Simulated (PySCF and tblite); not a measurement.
Results of a calculation; reference values are marked as such.
Stationary points of C5H7BrO4 at GFN2-xTB, in Å:

Structure A

```
 1 C    -2.772   -1.401   -0.559
 2 O    -1.523   -0.773   -0.294
 3 C    -1.493    0.006    0.838
 4 O    -2.456    0.143    1.543
 5 C    -0.196    0.612    1.051
 6 Br   -0.076    1.703    2.594
 7 C     0.922    0.485    0.284
 8 O     0.992   -0.247   -0.831
 9 O     2.027    1.119    0.643
10 C     3.177    0.964   -0.172
11 H    -3.043   -2.063    0.265
12 H    -2.636   -1.967   -1.478
13 H    -3.553   -0.649   -0.680
14 H     0.129   -0.668   -1.003
15 H     2.987    1.325   -1.185
16 H     3.950    1.562    0.303
17 H     3.483   -0.084   -0.217
```

Structure B

```
 1 C    -3.437   -1.000   -0.029
 2 O    -2.446   -0.017    0.219
 3 C    -1.186   -0.382    0.018
 4 O    -0.859   -1.507   -0.365
 5 C    -0.218    0.644    0.283
 6 Br   -0.795    2.343    0.867
 7 C     1.120    0.404    0.118
 8 O     1.578   -0.768   -0.288
 9 O     1.998    1.359    0.368
10 C     3.371    1.053    0.180
11 H    -3.281   -1.867    0.616
12 H    -3.398   -1.324   -1.071
13 H    -4.389   -0.525    0.190
14 H     0.784   -1.369   -0.430
15 H     3.566    0.778   -0.859
16 H     3.909    1.961    0.439
17 H     3.676    0.231    0.830
```

Structure C

```
 1 C    -3.154   -1.022   -0.636
 2 O    -1.989   -0.229   -0.433
 3 C    -1.309   -0.402    0.704
 4 O    -1.566   -1.229    1.536
 5 C    -0.174    0.564    0.780
 6 Br   -0.550    2.148    1.746
 7 C     1.039    0.396    0.233
 8 O     1.397   -0.710   -0.462
 9 O     1.980    1.334    0.359
10 C     3.248    1.073   -0.215
11 H    -3.111   -1.917   -0.014
12 H    -3.183   -1.283   -1.692
13 H    -4.035   -0.434   -0.372
14 H     0.687   -1.361   -0.475
15 H     3.169    0.940   -1.296
16 H     3.850    1.950    0.011
17 H     3.701    0.182    0.226
```

Level: revPBE/pcSseg-1 + D3(BJ) on GFN2-xTB stationary points, with GFN2-xTB thermal terms.

**Question.** Which structure is a saddle point, and along which motion?

**Answer.** C: one imaginary mode (80i cm⁻¹ at GFN2-xTB, mostly on O4, O2, C1), along the rotation about the C3–C5 bond (torsion O2–C3–C5–Br6 from 0° to 180°, rising).

**Question.** Give their symmetry and energies above the lowest.

**Answer.** A Cs, 6.9 kcal/mol; B Cs, 0.0 kcal/mol; C C1, 23.3 kcal/mol.

Spin–orbit effects of heavy atoms on shieldings are missing.
